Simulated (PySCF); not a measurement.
Predicted microwave data (PBE0-D3(BJ)/def2-SVP geometry optimisation, gas phase (PySCF)) for one isomer of C8H15B:

| Property | Result |
| --- | --- |
| Rotational constants | A = 2711, B = 872.9, C = 691.4 MHz |
| Dipole components | \|μa\| = 0.48 D, \|μb\| = 0.10 D, \|μc\| = 0.01 D |
| Inertial defect | -34.41 u·Å² |
| κ | -0.82 |

Problem. Which candidate fits, each taken in the one conformer that was computed?
A. `[CH2:1]=[CH:2][CH2:3][C@H:4]1[BH:5][CH2:6][CH2:7][CH2:8][CH2:9]1` with C1–C2–C3–C4 -114°, C2–C3–C4–B5 167°, C3–C4–B5–C6 156°, C4–B5–C6–C7 -22°, B5–C6–C7–C8 40°, C6–C7–C8–C9 -59°
B. `CB(C)C(C)=C=C(C)C`
C. `[CH2:1]=[C:2]([CH3:3])/[C:4]([CH3:5])=[CH:6]/[B:7]([CH3:8])[CH3:9]` with C1–C2–C4–C5 -1°

Solution. C. It is C=C(C)/C(C)=C/B(C)C, an asymmetric top, point group C1. The candidates at the same level (rigid rotor, commonest isotopes):

```csv
SMILES,A (MHz),B (MHz),C (MHz),μa (D),μb (D),μc (D),Δ (u·Å²),point group,rotor
CB(C)C(C)=C=C(C)C,2340,878.4,755.0,0.78,0.17,0.02,-121.97,near Cs,asymmetric top
C=CC[C@H]1BCCCC1,3713,833.2,725.3,0.66,0.40,0.10,-45.90,C1,near-prolate asymmetric top
C=C(C)/C(C)=C/B(C)C,2711,872.9,691.4,0.48,0.10,0.01,-34.41,C1,asymmetric top
```

`CB(C)C(C)=C=C(C)C` has A 14 % too low; `C=CC[C@H]1BCCCC1` has A 37 % too high. No structure here is proved a minimum.
